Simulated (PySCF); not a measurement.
# Correlation energy of Xe⁺ (xenon, charge +1)

Starting occupation: [Kr] 4d10 5s2 5p5, 5p1/2 with m_j = -1/2, +1/2, 5p3/2 with m_j = -1/2, +1/2, +3/2. All numbers are calculated (PySCF 2.14, X2C-1e with screened-nucleus spin-orbit coupling, Gaussian nucleus, in x2c-TZVPPall-2c). Frozen: [Ar] 3d10; 25 electrons correlated; the 6 highest virtual spinors left out.

MP2 pair energies summed by pair of shells (mhartree):

| pair | energy | share (%) |
| --- | --- | --- |
| 4d3/2-4d5/2 | -128.92 | 19.5 |
| 4d5/2-4d5/2 | -96.13 | 14.5 |
| 4d3/2-4d3/2 | -42.01 | 6.3 |
| 5p1/2-5p3/2 | -35.41 | 5.3 |
| 4d5/2-5p3/2 | -35.09 | 5.3 |
| 4d5/2-4p3/2 | -27.04 | 4.1 |
| 4d5/2-5p1/2 | -24.84 | 3.8 |
| 4d5/2-5s1/2 | -24.64 | 3.7 |
| 5p3/2-5s1/2 | -22.80 | 3.4 |
| 4d3/2-5p3/2 | -22.43 | 3.4 |
| 5p3/2-5p3/2 | -21.64 | 3.3 |
| 4d3/2-4p3/2 | -18.32 | 2.8 |
| 4d3/2-5p1/2 | -16.77 | 2.5 |
| 4d3/2-5s1/2 | -15.93 | 2.4 |
| 4p3/2-4p3/2 | -13.90 | 2.1 |
| 4d5/2-4p1/2 | -13.23 | 2.0 |
| 5p1/2-5s1/2 | -13.21 | 2.0 |
| 4p1/2-4p3/2 | -12.33 | 1.9 |
| 4d5/2-4s1/2 | -11.02 | 1.7 |
| 5p1/2-5p1/2 | -9.31 | 1.4 |
| 4d3/2-4p1/2 | -8.58 | 1.3 |
| 4d3/2-4s1/2 | -7.30 | 1.1 |
| 4p3/2-4s1/2 | -6.55 | 1.0 |
| 5s1/2-5s1/2 | -6.06 | 0.9 |
| 4p3/2-5s1/2 | -5.57 | 0.8 |
| 4p3/2-5p3/2 | -3.88 | 0.6 |
| 4p1/2-4p1/2 | -3.53 | 0.5 |
| 4p1/2-4s1/2 | -3.24 | 0.5 |
| 4p3/2-5p1/2 | -3.10 | 0.5 |
| 4p1/2-5s1/2 | -2.39 | 0.4 |

Total MP2 correlation energy: -662.46 mhartree.

This basis was not built for core-valence correlation, so the inner-shell part is incomplete.
